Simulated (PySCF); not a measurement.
## Orbital picture of InB⁻

MN15 at R = 2.257 Å; In def2-SVPD with ECP28, B def2-SVPD; scalar-relativistic core potentials (PySCF 2.14). State: ⁴Σ⁻ (quartet), unpaired electrons σ ↑, π ↑↑. Only the outer orbitals are listed, counted within each symmetry, core potentials removing the inner ones.

```json
{"spin": "α", "orbital": "5σ", "occ.": "1", "ε (eV)": "-7.62", "on In (%)": "48", "main shells (%)": "50 B s, 42 In s"}
{"spin": "α", "orbital": "6σ", "occ.": "1", "ε (eV)": "-3.70", "on In (%)": "54", "main shells (%)": "50 In s, 38 B s, 8 B p"}
{"spin": "α", "orbital": "3π", "occ.": "1", "ε (eV)": "-0.38", "on In (%)": "53", "main shells (%)": "50 In p, 47 B p"}
{"spin": "α", "orbital": "3π", "occ.": "1", "ε (eV)": "-0.38", "on In (%)": "53", "main shells (%)": "50 In p, 47 B p"}
{"spin": "α", "orbital": "7σ", "occ.": "1", "ε (eV)": "-0.31", "on In (%)": "46", "main shells (%)": "41 B p, 39 In p, 11 B s"}
{"spin": "α", "orbital": "4π", "occ.": "0", "ε (eV)": "3.98", "on In (%)": "66", "main shells (%)": "44 In p, 31 B p, 22 In d"}
{"spin": "α", "orbital": "4π", "occ.": "0", "ε (eV)": "3.98", "on In (%)": "66", "main shells (%)": "44 In p, 31 B p, 22 In d"}
{"spin": "β", "orbital": "5σ", "occ.": "1", "ε (eV)": "-5.93", "on In (%)": "65", "main shells (%)": "60 In s, 35 B s"}
{"spin": "β", "orbital": "6σ", "occ.": "1", "ε (eV)": "-2.21", "on In (%)": "55", "main shells (%)": "43 B s, 37 In s, 16 In p"}
{"spin": "β", "orbital": "3π", "occ.": "0", "ε (eV)": "2.91", "on In (%)": "79", "main shells (%)": "78 In p, 24 B p"}
{"spin": "β", "orbital": "3π", "occ.": "0", "ε (eV)": "2.91", "on In (%)": "79", "main shells (%)": "78 In p, 24 B p"}
{"spin": "β", "orbital": "7σ", "occ.": "0", "ε (eV)": "3.14", "on In (%)": "50", "main shells (%)": "38 In p, 25 B p, 24 B s"}
```

Question: Which are the highest filled and the lowest empty level, where do they sit, and how wide is the gap?

Answer: Highest filled α 7σ at -0.31 eV (in %: 41 B p, 39 In p, 11 B s); lowest empty β 3π at 2.91 eV (in %: 78 In p, 24 B p); the gap at MN15 is 3.22 eV. An empty level above zero is unbound, and its energy depends on the basis.

The bond order (Mayer) is 1.68, the ⟨S²⟩ is 3.754 and the charge on In (Mulliken, basis-dependent) is -0.76. The charge on In (Löwdin, basis-dependent) is -0.46. The dipole moment (positive dipole points towards B; it is taken about the centre of mass and depends on that origin) is -4.27 D.

Spin–orbit coupling is left out. The state was picked by a PBE0 search and need not be the measured ground state.
